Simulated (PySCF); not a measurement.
Atom-mapped SMILES (the numbers label the heavy atoms): `[F:1][P:2]([F:3])[P:4]([P:5]([F:6])[F:7])[P:8]([F:9])[F:10]`.

Geometry: PBE0-D3(BJ)/def2-SVP; GIAO shifts from PySCF, gas phase, non-relativistic, averaged over equivalent atoms.

At PBE0/pcSseg-1 (198 basis functions, 33 s wall time on 1 thread of an Arm Neoverse V1, shared host):
```tsv
atoms	δ (ppm)
F1/F3/F6/F7/F9/F10	-96.8
P2/P5/P8	291.9
P4	65.1
```

δ = σ(ref) − σ, references computed at the same level: CFCl3 for ¹⁹F (σ = 177.25 ppm); H3PO4 for ³¹P (σ = 310.13 ppm).

Problem. Estimate the result of repeating the calculation with mPW1PW91/pcSseg-1.

Solution. 
```json
{"atoms": "F1/F3/F6/F7/F9/F10", "δ at mPW1PW91/pcSseg-1": "-97.6", "change": "-0.8"}
{"atoms": "P2/P5/P8", "δ at mPW1PW91/pcSseg-1": "294.2", "change": "+2.3"}
{"atoms": "P4", "δ at mPW1PW91/pcSseg-1": "68.0", "change": "+2.9"}
```

References, each an isolated molecule treated in the same way: CFCl3 for ¹⁹F (177.88 ppm); ³¹P (308.48 ppm) against H3PO4.

The largest change is at P4 (phosphorus bonded to 3 P). Cost: 198 basis functions, 31 s wall time on 1 thread of an Arm Neoverse V1, shared host.

Unscaled 19F shifts against computed CFCl3 carry errors that often reach 10 to 50 ppm. Experimental scales use liquid or dissolved standards, which lie at an offset from isolated H3PO4.
